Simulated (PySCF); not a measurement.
This PySCF input asks for the NMR shieldings of `C[SiH2][C@H](F)C#C[SiH2]S[SiH3]`, C₄H₁₁FSSi₃; the geometry comes from GFN2-xTB.

```python
import basis_set_exchange as bse
import numpy as np
from pyscf import gto, dft
from pyscf.prop import nmr

atoms = """
C    -2.633784   -1.331911   -0.029898
Si   -3.057545    0.355913    0.708248
C    -2.260701    1.695306   -0.454595
F    -2.946132    1.681834   -1.670229
C    -0.866871    1.413166   -0.661289
C     0.285666    1.101310   -0.840458
Si    2.038423    0.588185   -1.008895
S     2.301198   -0.851920    0.590944
Si    4.404597   -1.224737    0.580365
H    -3.112536   -2.138480    0.517191
H    -1.559259   -1.499853   -0.003803
H    -2.953494   -1.397461   -1.067351
H    -4.495534    0.642917    0.702739
H    -2.469739    0.570595    2.032665
H    -2.384554    2.709251   -0.057759
H     2.957349    1.700630   -0.780324
H     2.287564   -0.096718   -2.273774
H     4.584025   -2.153439    1.680522
H     5.097395    0.041984    0.788850
H     4.778784   -1.795891   -0.708904
"""
names = dict.fromkeys(["C", "Si", "F", "S", "H"], "pcSseg-1")
basis = {el: gto.basis.parse(bse.get_basis(n, elements=[el], fmt="nwchem")) for el, n in names.items()}
mol = gto.M(atom=atoms, basis=basis, charge=0, verbose=0)
mf = dft.RKS(mol, xc="PBE0")
mf.grids.level = 2
mf.grids.alignment = dft.numint.BLKSIZE   # the property module wants whole blocks of grid points
mf.conv_tol = 1e-9
mf.kernel()

calc = nmr.RKS(mf)   # GIAO
C = mf.mo_coeff
Co = C[:, mf.mo_occ > 0]
resp = mf.gen_response(singlet=True, hermi=2)
def vind(x):   # induced exchange potential for any number of trial vectors
    d = np.einsum("pi,xij,qj->xpq", C, 2 * x.reshape(-1, C.shape[1], Co.shape[1]), Co, optimize=True)
    return np.einsum("xpq,pi,qj->xij", resp(d - d.transpose(0, 2, 1)), C, Co, optimize=True).ravel()
mo1, _ = nmr.rhf.solve_mo1(calc, with_cphf=vind)
sigma = calc.kernel(mo1)
for i, s in enumerate(sigma):   # ppm
    w = np.linalg.eigvalsh((s + s.T) / 2)
    print("%2d %-2s iso %8.1f  s11 %8.1f  s22 %8.1f  s33 %8.1f" % (i, mol.atom_pure_symbol(i), w.mean(), *w))
```

**Question.** What are the results?

**Answer.** 
```
 0 C  iso    197.7  s11    192.8  s22    196.2  s33    204.2
 1 Si iso    386.9  s11    355.8  s22    392.6  s33    412.2
 2 C  iso    107.1  s11     64.4  s22     91.5  s33    165.3
 3 F  iso    423.8  s11    355.2  s22    419.7  s33    496.4
 4 C  iso     71.4  s11    -33.0  s22    -21.5  s33    268.5
 5 C  iso     89.5  s11     12.6  s22     32.0  s33    223.8
 6 Si iso    402.3  s11    378.1  s22    387.9  s33    440.8
 7 S  iso    819.1  s11    759.3  s22    819.5  s33    878.7
 8 Si iso    410.1  s11    371.7  s22    401.0  s33    457.5
 9 H  iso     31.5  s11     26.8  s22     27.7  s33     40.0
10 H  iso     30.7  s11     24.6  s22     28.5  s33     39.0
11 H  iso     31.1  s11     26.8  s22     28.6  s33     37.9
12 H  iso     27.3  s11     23.8  s22     25.0  s33     33.1
13 H  iso     27.5  s11     24.6  s22     25.5  s33     32.3
14 H  iso     26.1  s11     23.1  s22     26.1  s33     29.1
15 H  iso     26.6  s11     22.4  s22     25.4  s33     32.1
16 H  iso     26.5  s11     22.6  s22     25.0  s33     31.9
17 H  iso     27.1  s11     23.1  s22     24.8  s33     33.4
18 H  iso     27.1  s11     22.9  s22     25.4  s33     33.1
19 H  iso     27.1  s11     22.9  s22     25.3  s33     33.2
```

These numbers come from an equivalent density-fitted implementation of the same equations, which agrees with the script to about 0.01 ppm for H and up to a few tenths of a ppm for heavy atoms, so last digits may differ.

**Question.** Turn these shieldings into chemical shifts. Scale: ¹³C (186.93 ppm) and ²⁹Si (349.16 ppm) and ¹H (31.72 ppm) vs TMS; ¹⁹F (170.95 ppm) against CFCl3; CS2 for ³³S (503.73 ppm) (reference shieldings calculated alike).

**Answer.** Averaging equivalent atoms: C 4: 115.6; C 5: 97.5; C 2: 79.8; C 0: -10.8; Si 1: -37.7; Si 6: -53.1; Si 8: -60.9; F 3: -252.8; S 7: -315; H 14: 5.60; H 16: 5.23; H 15: 5.09; H 17/18/19: 4.59; H 12: 4.41; H 13: 4.26; H 9/10/11: 0.60 ppm. Unscaled 19F shifts against computed CFCl3 carry errors that often reach 10 to 50 ppm.

Size and cost of the density-fitted run: 236 basis functions, 81 s wall time on 1 thread of an Arm Neoverse V1, shared host; peak memory 1.1 GiB.
